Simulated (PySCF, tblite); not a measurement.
Isomers of C4H13OPSi3. All values are computed: GFN2-xTB (tblite) harmonic vibrations without scaling, gas phase. The method is semi-empirical: single wavenumbers can be off by several per cent or more. Modes of hydrogen on phosphorus and silicon can be 10 to 20 % off. One conformer each.

Electronic energies: PBE0/pcSseg-1 single points on the GFN2-xTB geometries (PySCF, gas phase).

```tsv
SMILES	electronic energy, lowest = 0 (kJ/mol)
CC#C[Si@@H](O[SiH3])[Si@@H](C)P	0.0
C=C(C=O)[Si@@H]([SiH2]C)[SiH2]P	137.5
C=C[SiH2]P([SiH3])[SiH2]C(C)=O	124.7
```

Task: How do GFN2-xTB zero-point energies change the relative energies?

Result: 
```tsv
SMILES	ZPE (kJ/mol)	of it from modes above 1550 cm⁻¹	electronic (kJ/mol)	with ZPE, lowest = 0 (kJ/mol)	lowest mode (cm⁻¹)	rings
CC#C[Si@@H](O[SiH3])[Si@@H](C)P	383.2	216.1	0.0	0.0	13	0
C=C[SiH2]P([SiH3])[SiH2]C(C)=O	384.4	223.2	124.7	125.9	13	0
C=C(C=O)[Si@@H]([SiH2]C)[SiH2]P	382.0	220.9	137.5	136.3	7i	0
```

The zero-point energies span 2.4 kJ/mol, from `C=C(C=O)[Si@@H]([SiH2]C)[SiH2]P` to `C=C[SiH2]P([SiH3])[SiH2]C(C)=O`. Slightly imaginary modes are left out of the zero-point energy: `C=C(C=O)[Si@@H]([SiH2]C)[SiH2]P` 6.5i cm⁻¹. The order is unchanged.

Task: And how do the electronic energies of GFN2-xTB itself compare?

Result: `CC#C[Si@@H](O[SiH3])[Si@@H](C)P` 0.0; `C=C[SiH2]P([SiH3])[SiH2]C(C)=O` 222.0; `C=C(C=O)[Si@@H]([SiH2]C)[SiH2]P` 305.5 kJ/mol, lowest = 0. Against the energies above, taken from the same isomer `CC#C[Si@@H](O[SiH3])[Si@@H](C)P`, the largest difference is 168.0 kJ/mol.
